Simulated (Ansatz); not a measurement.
Ansatz results at the PBE0-D4/def2-TZVP geometry: HOMO energy (B3LYP/def2-TZVPP) -8.72 eV; LUMO energy (B3LYP/def2-TZVPP) -0.10 eV; HOMO–LUMO gap (PBE0/def2-TZVPP) 9.07 eV.

Each molecule was computed in one conformer, which needn't be the lowest.

Q: Which molecule gave them?
A. `O[Si](O)(Cl)C[SiH2]Cl`
B. `O[Si@H](Cl)C[Si@H](O)Cl`
C. `[SiH3]CC[SiH2]Cl`
D. `CO[Si@H](Cl)[Si@H](O)Cl`

A: A. The others give `[SiH3]CC[SiH2]Cl`: -8.18, 0.01, 8.62; `O[Si@H](Cl)C[Si@H](O)Cl`: -8.26, -0.34, 8.44; `CO[Si@H](Cl)[Si@H](O)Cl`: -7.78, -0.91, 7.22.

B3LYP here is the variant with VWN-RPA as its local correlation; programs differ in this.
